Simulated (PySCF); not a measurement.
## A small calculation by hand: oscillator strength and radiative lifetime

Si(H)(I)2(OH) (H₂I₂OSi), SMILES [SiH](I)(I)O.

Coordinates come from a PBE-D3(BJ)/def2-SVP optimisation. This is a generated structure with no PubChem entry under its InChIKey; it may be hypothetical. The def2 effective core potentials stand for the cores of I; spin–orbit coupling is left out. The values are those of a single conformer.

PySCF 2.14.0 with TDA-M06-2X/def2-SVPD puts the first singlet state with f over 0.02 at 5.02 eV (vertical), with the transition dipole (0.000, 0.000, -0.516) in atomic units.

Task: Find the oscillator strength, the wavelength and the radiative lifetime that this transition would have in vacuum if emission retraced absorption.

Result: 
|μ|² = 0.2663 au, so |μ| = 1.31 D. ΔE = 5.02/27.211 = 0.1845 hartree. f = (2/3) ΔE |μ|² = 0.033 (the program prints 0.033).
λ = 1239.84/5.02 = 247 nm; ν = 40489 cm⁻¹.
Einstein's coefficient A = 0.6670 ν² f s⁻¹ (ν in cm⁻¹) = 3.6e7 s⁻¹, so τ = 1/A = 28 ns. This state is S1. The figure is the radiative limit of this one transition; relaxation, internal conversion, crossing to triplets and a medium change what is measured.
